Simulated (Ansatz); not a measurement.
Cu₂O₂⁺, relaxed as a doublet with UKS PBE-D4/def2-SVP in Ansatz, starting from the GFN2-xTB geometry. Force threshold 0.02 eV/Å.

The structure holds 1 bond(s) between oxygen atoms. No other spin state of charge 1 was run. Another isomer (doublet) lies 0.40 eV lower at PBE-D4/def2-TZVP; other spin states weren't run for this one.

Start:

Cartesian coordinates in Å:
```
Cu -1.0819 0.2958 -1.2963
Cu 1.0815 -0.2957 1.2965
O 0.1909 0.6994 0.0001
O -0.1906 -0.6995 -0.0004
```

```csv
step,energy (eV),largest force component (eV/Å),SCF passes
1,-93331.4359,1.801,51
2,-93331.5656,1.040,41
3,-93331.6418,0.116,43
4,-93331.6429,0.002,44
```

Force components are those of the run's own axes.

End:

```xyz
4

Cu   -1.121    0.307   -1.343
Cu    1.121   -0.306    1.344
O     0.202    0.741    0.000
O    -0.202   -0.741    0.000
```

By distances, no bond broke or formed. The bond that changes most is O3–O4, from 1.45 to 1.54 Å (atoms count from 1).

No frequencies were taken in this run, so the end may be a saddle point.

Hardware: 4 threads of Intel Xeon Platinum 8488C on a shared host. Wall time 6 s.
